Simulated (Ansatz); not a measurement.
GeH6SSi (`S[SiH2][GeH3]`), relaxed with RKS PBE-D4/def2-SVP in the Gaussian-basis code of Ansatz from a rough embedded geometry. The force threshold is 0.03 eV/Å; the program also tests the step.

Total charge 0; spin multiplicity 1.

Start:

```xyz
9

S    -0.511    1.435   -1.810
Si    0.605   -0.060   -0.870
Ge   -0.128   -0.213    1.304
H    -1.690    0.748   -1.605
H     0.384   -1.361   -1.556
H     2.047    0.281   -0.910
H     0.720   -1.360    2.054
H    -1.586   -0.618    1.341
H     0.159    1.148    2.051
```

Problem. By how much does the energy fall, and how many steps does the optimiser take? (Best estimate.)

Solution. Computed: 0.20 eV, in 4 steps.

Problem. Which bonds change most? (An estimate is asked.)

Solution. Ansatz gave: Si2–Ge3 from 2.299 to 2.392 Å; S1–Si2 from 2.089 to 2.171 Å; Ge3–H7 from 1.611 to 1.553 Å; Ge3–H8 from 1.514 to 1.553 Å.

Problem. Give the relaxed structure. (Estimate.)

Solution. Computed: 
```xyz
9

S    -0.524    1.443   -1.929
Si    0.607   -0.098   -0.899
Ge   -0.084   -0.262    1.386
H    -1.736    0.874   -1.673
H     0.478   -1.434   -1.582
H     2.034    0.361   -0.999
H     0.682   -1.378    2.147
H    -1.600   -0.595    1.436
H     0.143    1.088    2.113
```
